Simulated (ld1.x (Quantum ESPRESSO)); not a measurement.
## C (Z = 6), TM: configuration errors across variants

- Element: carbon
- Generator: ld1.x (Quantum ESPRESSO) 7.5
- Type: norm-conserving Troullier–Martins (Kleinman–Bylander form)
- Functional: PBE
- Relativity: scalar-relativistic
- Frozen core: [He]
- Valence charge: 4
- Reference configuration: 2s2 2p2
- Partial waves: 2s (bound): rc 1.25 bohr; 2p (bound): rc 2.70 bohr
- Local potential: all-electron potential smoothed inside 1.10 bohr (lloc = -1)
- Core correction: none

All-electron excitation energies from the reference (eV): (1) 2s2 2p1 10.862; (2) 2s2 2p0 35.018; (3) 2s1 2p0 83.212; (4) 2s2 2p2.3 -1.158; (5) 2s1 2p3 8.478; (6) 2s1 2p2 19.615; (7) 2s0 2p4 16.975.

Errors AE − PS in meV (a dash: test not solved or not reliable):

```csv
change,(1),(2),(3),(4),(5),(6),(7),bound ghosts
base,+88,+785,+1520,+1.2,-12,-94,-54,none
wave 2s (bound): rc 1.25 bohr becomes 2s (bound): rc 0.82 bohr,+88,+779,+1519,+1.2,-7.1,-92,-29,none
wave 2s (bound): rc 1.25 bohr becomes 2s (bound): rc 1.18 bohr,+87,+779,+1518,+1.2,-14,-95,-64,none
wave 2s (bound): rc 1.25 bohr becomes 2s (bound): rc 1.32 bohr,+89,+788,+1520,+1.2,-11,-95,-47,none
wave 2s (bound): rc 1.25 bohr becomes 2s (bound): rc 1.50 bohr,+91,+798,+1516,+1.3,-7.9,-97,-27,none
wave 2s (bound): rc 1.25 bohr becomes 2s (bound): rc 1.68 bohr,+92,+812,+1511,+1.3,-8.6,-102,-16,none
wave 2s (bound): rc 1.25 bohr becomes 2s (bound): rc 1.84 bohr,+95,+836,+1510,+1.4,-12,-110,-13,none
```

(1) Give the same row for: wave 2s (bound): rc 1.25 bohr becomes 2s (bound): rc 1.04 bohr.

Results:

(1) +87, +774, +1515, +1.2, -17, -95, -71; bound ghosts: none.
